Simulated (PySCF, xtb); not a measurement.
CH₇ClOSi₂, SMILES [SiH3]CO[SiH2]Cl. Other conformers were not sampled.

Harmonic wavenumbers (cm⁻¹) from xtb with GFN2-xTB at its own minimum, in rising order: 28, 65, 117, 132, 265, 291, 484, 502, 523, 540, 610, 700, 731, 747, 766, 780, 785, 794, 814, 1142, 1216, 1282, 1469, 2263, 2276, 2277, 2290, 2375, 2904, 2935.

Question: What does PBE0-D3(BJ)/def2-SVP (PySCF) give at its own minimum? (The exact figures need the calculation; the answer reports its results.)

Answer: 25, 78, 124, 168, 234, 318, 492, 540, 569, 639, 734, 742, 793, 861, 898, 921, 937, 946, 959, 1166, 1271, 1297, 1461, 2230, 2238, 2248, 2260, 2306, 3038, 3106. Paired by order, the mean absolute difference is 66 cm⁻¹ and the zero-point energies are 45.9 and 48.0 kcal/mol.
